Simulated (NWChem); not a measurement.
System meant: germanium monoxide (GeO, singlet); SMILES [Ge]=[O]

Here is an NWChem input.

```
start job
memory heap 200 mb stack 900 mb global 1100 mb
geometry units angstroms noautoz
  Ge     0.000000     0.000000     0.339057
  O      0.000000     0.000000    -1.284500
end
basis spherical
  * library def2-svp
end
dft
  xc b3lyp
  iterations 4
  mulliken
end
task dft energy
```

End of the output:

```
    Atom       Charge   Shell Charges
 -----------   ------   -------------------------------------------------------
    1 Ge  32    31.72   2.00  2.00  1.97  1.09  0.72  5.99  5.81  1.12  0.78  7.79  2.06  0.40
    2 O    8     8.28   1.98  0.98  0.70  2.59  2.02  0.01

 center of mass
 --------------
 x =   0.00000000 y =   0.00000000 z =   0.06784855

 moments of inertia (a.u.)
 ------------------
         123.778946852626           0.000000000000           0.000000000000
           0.000000000000         123.778946852626           0.000000000000
           0.000000000000           0.000000000000           0.000000000000

     Multipole analysis of the density
     ---------------------------------

     L   x y z        total         alpha         beta         nuclear
     -   - - -        -----         -----         ----         -------
     0   0 0 0     -0.000000    -20.000000    -20.000000     40.000000

     1   1 0 0     -0.000000     -0.000000     -0.000000      0.000000
     1   0 1 0     -0.000000     -0.000000     -0.000000      0.000000
     1   0 0 1      1.081563      0.540782      0.540782      0.000000

     2   2 0 0    -15.145888     -7.572944     -7.572944      0.000000
     2   1 1 0      0.000000      0.000000      0.000000      0.000000
     2   1 0 1     -0.000000     -0.000000     -0.000000      0.000000
     2   0 2 0    -15.145888     -7.572944     -7.572944      0.000000
     2   0 1 1      0.000000      0.000000      0.000000      0.000000
     2   0 0 2    -19.321540    -39.782695    -39.782695     60.243851

 ------------------------------------------------------------------------
 dft energy failed                                                                                  0
 ------------------------------------------------------------------------
 ------------------------------------------------------------------------
  current input line :
    15: task dft energy
 ------------------------------------------------------------------------
 ------------------------------------------------------------------------
 This type of error is most commonly associated with calculations not reaching convergence criteria
 ------------------------------------------------------------------------
 For more information see the NWChem manual at https://nwchemgit.github.io

0:dft energy failed:Received an Error in Communication
```

### Question
Can this run be used? If not, why, and what is the fix?

### Answer
The run did not converge; its last values are not results. Cause: the SCF was allowed too few iterations. This input runs:
```
start job
memory heap 200 mb stack 900 mb global 1100 mb
geometry units angstroms noautoz
  Ge     0.000000     0.000000     0.339057
  O      0.000000     0.000000    -1.284500
end
basis spherical
  * library def2-svp
end
dft
  xc b3lyp
  iterations 150
  mulliken
end
task dft energy
```
It converges to -2151.95150 Ha (B3LYP/def2-SVP).
